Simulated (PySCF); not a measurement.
## Working out the electron affinity of Ge

Ge⁻ [Ar] 3d10 4s2 4p3 (4S) → Ge [Ar] 3d10 4s2 4p2 (3P). All numbers are calculated (PySCF 2.14, the non-relativistic Hamiltonian (point nucleus), in dyall-av2z (16s12p8d, 92 functions)). Frozen: [Ar] 3d10; the 34 highest virtual orbitals dropped. Energies in hartree (1 hartree = 27.21139 eV):

```json
{"part": "UHF", "Ge⁻ (lower)": "-2075.371889", "Ge (upper)": "-2075.339058"}
{"part": "MP2 opposite-spin", "Ge⁻ (lower)": "-0.040758", "Ge (upper)": "-0.036114"}
{"part": "MP2 same-spin", "Ge⁻ (lower)": "-0.017379", "Ge (upper)": "-0.007672"}
```

What does Hartree-Fock give?

(-2075.339058) − (-2075.371889) = 0.032831 hartree = 0.893 eV.

What do MP2 and SCS-MP2 (6/5 opposite-spin, 1/3 same-spin) give?

The opposite-spin parts differ by 0.126 eV and the same-spin parts by 0.264 eV. MP2: 0.893 + (0.126) + (0.264) = 1.283 eV. SCS-MP2: 0.893 + 1.2 × (0.126) + (0.264)/3 = 1.132 eV.

A first-order spin-orbit estimate adds -0.094 eV to MP2 (valence), giving 1.189 eV against 1.233 eV (measured; photodetachment measurements, as compiled on the Wikipedia data page of electron affinities).

The calculation is non-relativistic.

A double-zeta basis recovers only part of the correlation energy.

What remains against the reference includes basis incompleteness, the frozen core and correlation beyond second order.
